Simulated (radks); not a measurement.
Results of a calculation; reference values are marked as such.
Task: These are the eigenvalues of the occupied orbitals of an atom or ion with whole-number occupations (eV). Code: a radial shooting solver on a logarithmic mesh with Libxc functionals. Model: non-relativistic Kohn-Sham, PBE, spin-unpolarised, spherical densities, point nucleus.

1s: -25657.51
2s: -3735.268
2p: -3482.742
3s: -700.1823
3p: -597.6059
3d: -407.7977
4s: -106.5686
4p: -73.7546
4d: -21.1550
5s: -12.3544

Which element is it, and in what charge state? The configuration may be excited.

Result: Z = 48, cadmium, charge +1: Cd+ in [Kr] 4d10 5s1. The list shows which subshells hold electrons but not how many an open one holds; the 1s level, -942.9 hartree, gives Z - s = 43.4 by -(Z - s)^2/2, which with screening narrows Z to a few neighbours, and the depths of the outer levels then fix element, charge and occupations together.
